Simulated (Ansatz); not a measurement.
`N#C[Si](Cl)(Cl)Cl` + H₂S → `S[Si](Cl)(Cl)Cl` + `C#N` at 500 K and 1 bar (ligand exchange at the Si–C bond).

Gas-phase electronic energies from Ansatz, PBE0-D4/def2-TZVP geometries. CCSD(T)/CBS adds triple-zeta CCSD(T) − MP2 to the extrapolated MP2 energy (def2 sets, frozen cores). This one scheme is used for every species. Each species was taken in one conformer, which may not be the lowest.

```csv
species,CCSD(T)/CBS energy (Eh),H − E (kJ/mol),S (J/(mol·K))
`N#C[Si](Cl)(Cl)Cl`,-1761.31365,81.5,415.7
H₂S,-398.97279,57.0,224.0
`S[Si](Cl)(Cl)Cl`,-2066.97878,84.1,421.9
`C#N`,-93.32098,60.1,220.8
```

H − E and S are ideal-gas, rigid-rotor, harmonic terms from PBE0-D4/def2-TZVP, for one conformer and one mirror image of each species. 1 Eh = 2625.50 kJ/mol, R = 8.31446 J/(mol·K).

Q: By hand: ΔE, ΔH, ΔS and ΔG.

A: ΔE = (-2066.97878) + (-93.32098) − (-1761.31365) − (-398.97279) = -0.01332 Eh = -35.0 kJ/mol. Δ(H − E) = 84.1 + 60.1 − 81.5 − 57.0 = 5.7, so ΔH = -29.3 kJ/mol. ΔS = 421.9 + 220.8 − 415.7 − 224.0 = 3.0 J/(mol·K). ΔG = -29.3 − 500 × (3.0)/1000 = -30.8 kJ/mol.

Q: By hand: the equilibrium constant, and the temperature at which ΔG would vanish if ΔH and ΔS stayed fixed.

A: log₁₀ K = −ΔG/(RT ln 10) = 3.2. ΔH and −TΔS have one sign here, so there is no such temperature. One of them is within its doubt of zero, so this could turn.

The number of gas molecules stays the same, so ΔS is small and ΔH decides. A doubt of 5 kJ/mol in ΔE shifts log₁₀ K by 0.5 here. Other conformers and mirror images would add mixing entropy, several J/(mol·K) or more a flexible species. These are equilibria of isolated gas molecules and say nothing of rates. Largest T1 diagnostic: 0.014 (customary marks: 0.02 for closed shells, 0.045 for open ones).
